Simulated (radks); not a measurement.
Valence configurations of Ga (all share [Ar]). Method: Dirac Kohn-Sham, PBE, spin-unpolarised, spherical densities, finite nucleus; open shells fill j = l - 1/2 first; Fermi nuclear charge, rms radius 3.9973 fm; computed with a radial shooting solver on a logarithmic mesh with Libxc functionals. Energies are relative to 3d10 4s2 4p1; eigenvalues in eV.

valence           E (eV)  e(3d3/2)  e(3d5/2)  e(4p1/2)  e(4p3/2)  e(4s1/2)
3d10 4s2 4p1       0.000   -19.357   -18.896    -2.622         -    -8.900
3d10 4s1.5 4p1.5   3.180   -20.296   -19.834    -3.015         -    -9.453
3d10 4s1 4p2       6.435   -21.180   -20.717    -3.377         -    -9.960
3d9.5 4s2 4p1.5    9.045   -23.704   -23.225    -3.290         -   -10.108
3d10 4p3          13.295   -22.915   -22.450    -4.077    -3.929         -
3d9 4s2 4p2       19.964   -28.199   -27.704    -3.935         -   -11.260
3d9.5 4p3.5       23.450   -27.106   -26.624    -4.666    -4.492         -
3d9 4s1 4p3       27.590   -29.900   -29.403    -4.628    -4.443   -12.196

NIST lists [Ar] 3d10 4s2 4p1 as the ground configuration; this level of theory agrees among the configurations tried. The energies are those of spherical spin-averaged densities, not of single terms.
